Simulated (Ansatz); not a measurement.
The same molecule with X = F, Cl, Br, I. Ansatz, PBE0-D4/def2-TZVP geometries, multiplicity 1.

Elements past krypton have def2 core potentials. Scalar relativity is left out up to krypton.

| X | molecule | mean X–C bond length / Å | size of the dipole moment (ωB97M-V/def2-TZVPP) / D | HOMO energy (B3LYP/def2-TZVPP) / eV | HOMO energy (PBE0/def2-TZVPP) / eV |
| --- | --- | --- | --- | --- | --- |
| F | `FC1=C[SiH2]1` | 1.320 | 1.37 | -7.83 | -8.07 |
| Br | `BrC1=C[SiH2]1` | 1.863 | 1.43 | -7.41 | -7.64 |
| I | `IC1=C[SiH2]1` | 2.062 | 1.23 | -7.00 | -7.23 |

Problem. Give the row for X = Cl, `ClC1=C[SiH2]1`. (Best estimate.)

Solution. Computed: 
```json
{"X": "Cl", "molecule": "`ClC1=C[SiH2]1`", "mean X–C bond length / Å": "1.700", "size of the dipole moment (ωB97M-V/def2-TZVPP) / D": "1.30", "HOMO energy (B3LYP/def2-TZVPP) / eV": "-7.57", "HOMO energy (PBE0/def2-TZVPP) / eV": "-7.80"}
```

From F to I the mean X–C bond length rises at each step, by 0.742 Å in all; the HOMO energy (B3LYP/def2-TZVPP) rises at each step, by 0.83 eV in all; the HOMO energy (PBE0/def2-TZVPP) rises at each step, by 0.84 eV in all. Bonds lengthen as the atom grows down the group. Dipoles are sizes alone, and their direction can turn along the series.

B3LYP here is the variant with VWN-RPA as its local correlation; programs differ in this.

Spin–orbit coupling is left out; it splits and shifts lone-pair levels of the heavy atoms by tenths of an eV.
